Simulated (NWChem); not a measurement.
**Correlation energy of disiloxane (H$_{6}$OSi$_{2}$)**

```xyz
9

Si     0.3835    -1.5527     0.0048
O     -0.3578    -0.0734    -0.0185
Si    -0.2588     1.5783     0.0020
H      0.6166    -1.9898     1.4139
H     -0.4984    -2.5412    -0.6779
H      1.6981    -1.4858    -0.7047
H      0.9978     2.0317    -0.6701
H     -0.2606     2.0758     1.4102
H     -1.4363     2.1385    -0.7197
```
Charge 0, spin multiplicity 1.

All runs are NWChem calculations. The geometry was optimised at PBE0/def2-SVP, a minimum by its harmonic frequencies.

Basis set: cc-pVDZ. Each correlation energy counts from its own Hartree-Fock reference.

```json
[
 {"method": "RI-MP2", "correlation energy (mHa)": "-389.2", "difference from CCSD(T)": "+56.4"},
 {"method": "MP2", "correlation energy (mHa)": "-389.2", "difference from CCSD(T)": "+56.3"},
 {"method": "SCS-MP2", "correlation energy (mHa)": "-399.9", "difference from CCSD(T)": "+45.7"},
 {"method": "CR-CCSD[T]", "correlation energy (mHa)": "-444.1", "difference from CCSD(T)": "+1.5"},
 {"method": "CR-CCSD(T)", "correlation energy (mHa)": "-443.6", "difference from CCSD(T)": "+2.0"},
 {"method": "CCSD", "correlation energy (mHa)": "-436.6", "difference from CCSD(T)": "+9.0"},
 {"method": "CCSD+T(CCSD)", "correlation energy (mHa)": "-446.2", "difference from CCSD(T)": "-0.6"},
 {"method": "CCSD(T)", "correlation energy (mHa)": "-445.6", "difference from CCSD(T)": "0.0"}
]
```

The values span 57.0 mHa, from CCSD+T(CCSD) (lowest) to RI-MP2 (highest). 

The correlated methods keep 11 core orbitals frozen. No row is a measurement; the coupled-cluster row has its own basis-set and correlation limits.
